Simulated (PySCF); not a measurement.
UHF on Os (osmium, neutral)

Configuration: [Xe] 4f14 5d5 6s2 7s1, high-spin 7S determinant (an excited configuration). Calculation: PySCF 2.14, in aug-cc-pwCVTZ-PP with ECP60MDF (8s8p7d4f3g, 122 functions); scalar relativity through the core potential.

```json
{
 "Total energy": "-89.888622 hartree",
 "One-electron energy": "-151.4148 hartree",
 "Hartree (Coulomb) energy": "70.0451 hartree",
 "Exchange energy": "-8.5189 hartree",
 "⟨S²⟩": "12.0161",
 "⟨L²⟩": "0.000",
 "Sum of ⟨r⟩": "31.56 bohr",
 "Sum of ⟨r²⟩": "120.4 bohr²"
}
```

```
shell  electrons  mean orbital energy (eV)  rms radius, mean of both spins (bohr)
 5s α          1                   -118.17                                   1.09
 5s β          1                   -111.27                                   1.09
 5p α          3                   -73.840                                   1.26
 5p β          3                   -64.042                                   1.26
 5d α          5                   -20.283                                   1.79
 6s α          1                   -13.876                                   3.05
 6s β          1                   -10.951                                   3.05
 7s α          1                    -2.463                                   8.61
```

Energies and moments cover only the electrons outside the core potential. Spin-orbit coupling, which splits the p, d and f shells strongly at this Z, is absent. The outer electron is Rydberg-like, and this basis confines it to a smaller radius and binds it less than a complete one would.
